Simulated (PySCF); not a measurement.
## ICl: energy against distance

Set-up: I cc-pVTZ-PP with ECP28, Cl cc-pV(T+d)Z; scalar-relativistic core potentials (PySCF 2.14). Energies in eV from I + Cl in their ground configurations at the same level. State: ¹Σ⁺ (singlet), closed shell.

All columns are PBE0. A positive dipole means I(−)Cl(+).

| R (Å) | E (eV) | μ (D) | Mulliken charge on I (basis-dependent) | HOMO (eV) | LUMO (eV) | Mayer bond order | ⟨S²⟩ |
| --- | --- | --- | --- | --- | --- | --- | --- |
| 2.000 | -1.029 | -0.32 | 0.13 | -7.19 | -1.32 | 1.18 | 0.00 |
| 2.093 | -1.804 | -0.59 | 0.16 | -7.39 | -2.00 | 1.13 | 0.00 |
| 2.186 | -2.214 | -0.84 | 0.18 | -7.58 | -2.64 | 1.10 | 0.00 |
| 2.256 | -2.352 | -1.01 | 0.19 | -7.71 | -3.09 | 1.07 | 0.00 |
| 2.326 | -2.386 | -1.17 | 0.19 | -7.83 | -3.51 | 1.06 | 0.00 |
| 2.396 | -2.342 | -1.33 | 0.20 | -7.94 | -3.91 | 1.04 | 0.00 |
| 2.489 | -2.199 | -1.51 | 0.20 | -8.07 | -4.38 | 1.03 | 0.00 |
| 2.605 | -1.934 | -1.72 | 0.19 | -8.21 | -4.91 | 1.02 | 0.00 |
| 2.745 | -1.553 | -1.94 | 0.19 | -8.36 | -5.45 | 1.00 | 0.00 |
| 2.931 | -1.019 | -2.19 | 0.18 | -8.51 | -6.02 | 0.99 | 0.00 |

A fit through these points gives, at Re = 2.318 Å, μ = -1.16 D and dμ/dR = -2.28 D/Å; the reduced mass is 27.41 u.

Question: How strong is the fundamental in the double-harmonic approximation, I = 42.26·(dμ/dR)²/μred km/mol?

Answer: I = 42.26·(-2.28)²/27.41 = 8.01 km/mol at PBE0.

These are scalar-relativistic numbers at best; spin–orbit coupling would shift them, the dissociation energy most.
